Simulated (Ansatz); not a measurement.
Ansatz (a first-principles code) input (r2SCAN/def2-TZVPD):

Ansatz 0.2 input:
```yaml
crystal:
  periodic: [false, false, false]
  atoms:
    - {symbol: C, position_ang: [-1.80406696, 0.42418003, -0.33302603]}
    - {symbol: C, position_ang: [-0.58762669, -0.50189941, -0.18708025]}
    - {symbol: B, position_ang: [0.62288781, 0.10877307, 0.59146376]}
    - {symbol: N, position_ang: [1.96155764, 0.02791030, 0.26369747]}
    - {symbol: H, position_ang: [-1.54723603, 1.32947226, -0.88675784]}
    - {symbol: H, position_ang: [-2.61995103, -0.06944425, -0.86490686]}
    - {symbol: H, position_ang: [-2.17585101, 0.73519289, 0.64451823]}
    - {symbol: H, position_ang: [-0.26050324, -0.84341176, -1.18154572]}
    - {symbol: H, position_ang: [-0.89280738, -1.40819206, 0.35074581]}
    - {symbol: H, position_ang: [2.69744648, 0.42718488, 0.82222908]}
    - {symbol: H, position_ang: [2.30372171, -0.44372320, -0.56684613]}
basis:
  gaussian:
    orbitals: def2-TZVPD
hamiltonian:
  xc: {name: r2SCAN}
magnetization: {spin_polarized: true, initial_magnetization: 1}
output: {forces: true}
```

End of the output:

```
integrals: 0.10 GiB planned
1049 factors; their error is unknown
0.36 GiB of the device are held for the grids
1.03 GiB of device memory are held for the factors and their scratch space
mean field: 1.11 GiB planned
mean field evaluation 1: about -4337.8424 eV, gradient 6.0e1 eV
mean field evaluation 2: about -4319.4831 eV, gradient 8.2e1 eV
mean field evaluation 4: about -4352.7015 eV, gradient 6.7e0 eV
mean field evaluation 8: about -4352.9142 eV, gradient 8.8e-2 eV
mean field evaluation 16: about -4352.8770 eV, gradient 2.6e-4 eV
mean field -4352.87695122 eV, -159.9652774712 hartree, gradient 3.6e-5 eV, S^2 0.754389; 0 other end points of the search recorded, 0 dependent functions left out
the calculation of the forces begins
reference -4352.87697522 eV, -159.9652783532 hartree; 16, 15 occupied and 195, 196 virtual orbitals, 1049 factors
Total energy: -4352.87697522 eV, -159.9652783532 hartree
Atom 0 at    -1.804067     0.424180    -0.333026 Å, force     0.053385    -0.044432     0.011249 eV/Å
Atom 1 at    -0.587627    -0.501899    -0.187080 Å, force     0.026504     0.102935     0.000679 eV/Å
Atom 2 at     0.622888     0.108773     0.591464 Å, force    -0.153010     0.015675     0.046831 eV/Å
Atom 3 at     1.961558     0.027910     0.263697 Å, force     0.058278    -0.012492    -0.030509 eV/Å
Atom 4 at    -1.547236     1.329472    -0.886758 Å, force     0.010911     0.023790    -0.013574 eV/Å
Atom 5 at    -2.619951    -0.069444    -0.864907 Å, force    -0.025236    -0.016144    -0.016834 eV/Å
Atom 6 at    -2.175851     0.735193     0.644518 Å, force    -0.007189     0.010274     0.033124 eV/Å
Atom 7 at    -0.260503    -0.843412    -1.181546 Å, force     0.009535    -0.028210    -0.041141 eV/Å
Atom 8 at    -0.892807    -1.408192     0.350746 Å, force    -0.016756    -0.044891     0.024220 eV/Å
Atom 9 at     2.697446     0.427185     0.822229 Å, force     0.022933     0.002500     0.003192 eV/Å
Atom 10 at     2.303722    -0.443723    -0.566846 Å, force     0.020644    -0.009006    -0.017237 eV/Å
Dipole moment:     0.307837    -0.112110    -0.195364 e Å
```

It need not be the lowest isomer of its formula.
